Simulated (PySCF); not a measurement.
C3H4F2O, SMILES O[C@H]1CC1(F)F. Geometry optimised at B3LYP-D3(BJ)/def2-SVP. The values are those of a single conformer.

These are PySCF with B3LYP-D3(BJ)/def2-SVP values and carry that method's errors.

Harmonic wavenumbers (cm⁻¹): 160, 213, 255, 391, 458, 482, 616, 718, 842, 898, 988, 1004, 1050, 1091, 1199, 1283, 1310, 1350, 1389, 1523, 3130, 3149, 3238, 3787. Rotational constants (GHz): 5.696, 3.132, 2.684; symmetry number 1.

Work out the zero-point energy and the ideal-gas rigid-rotor harmonic-oscillator thermochemistry at 298.15 K and 1 atm.

ZPE = ½ Σ hcν = ½ × 30522 cm⁻¹ = 43.63 kcal/mol. H − E(el) = 47.91 kcal/mol. Entropy in cal/(mol K): translation 39.54, rotation 26.31, vibration 10.25, total 76.09. G − E(el) = 25.22 kcal/mol. Cp = 22.61 cal/(mol K).
